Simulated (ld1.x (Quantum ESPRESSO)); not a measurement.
**What one change does to a pseudopotential (phosphorus, TM)**

ld1.x (Quantum ESPRESSO) 7.5 input, shortened:

```
&input
   title='P', zed=15., rel=1, dft='PBE', iswitch=3,
   config='[Ne] 3s2 3p3 3d-2'
 /
 &inputp
   pseudotype=2, tm=.true., lloc=-2, rcloc=1.50,
   nlcc=.true., new_core_ps=.true., rcore=1.50
 /
3
3S  1  0   2.00   0.00  1.50  1.50  0.0
3P  2  1   3.00   0.00  1.75  1.75  0.0
3D  3  2  -2.00   0.30  1.80  1.80  0.0
 &test
   configts(1)='3s2 3p3'
 /
```

Change: core correction none.

Cutoffs: the cutoffs (Ry, on a coarse ladder) from which the occupation-weighted sum of valence levels, in a spherical-Bessel basis at the reference potential, stays within 10 and 1 mRy of its value at 400 Ry; they do not see the model core or the augmentation charge, which bear on the density cutoff. Errors are all-electron minus pseudo energies relative to the spin-unpolarised reference configuration.

What does the change do?

The potential gets neither clearly harder nor softer (21 Ry and 50 Ry → 21 Ry and 50 Ry); of the 7 tests that both files solve, the error grows in 0 and shrinks in 5 by more than 15 % and 0.3 meV (median size 4.1 → 1.6 meV); neither file shows a bound ghost.

```csv
quantity,base,changed
"cutoff, loose",21 Ry,21 Ry
"cutoff, tight",50 Ry,50 Ry
bound ghosts,none,none
"error for 3s2 3p2, meV [ΔE 9.73 eV]",+2.7,+1.6
"error for 3s2 3p1, meV [ΔE 28.88 eV]",+21,+15
"error for 3s2 3p0, meV [ΔE 58.62 eV]",+74,+62
"error for 3s0 3p5, meV [ΔE 17.20 eV]",-4.1,+1.1
"error for 3s1 3p0, meV [ΔE 110.62 eV]",+225,+232
"error for 3s2 3p3.3, meV [ΔE -1.31 eV]",+0.2,+0.1
"error for 3s2 3p2.5, meV [ΔE 3.77 eV]",+0.4,+0.1
s: phases at 1.96 bohr within 0.05 rad from the reference energy up to (Ry; the scan ends near 5),3.1,3.1
p: phases at 1.96 bohr within 0.05 rad from the reference energy up to (Ry; the scan ends near 5),4.5,4.5
d: phases at 1.96 bohr within 0.05 rad from the reference energy up to (Ry; the scan ends near 5),to the end of the scan,to the end of the scan
```
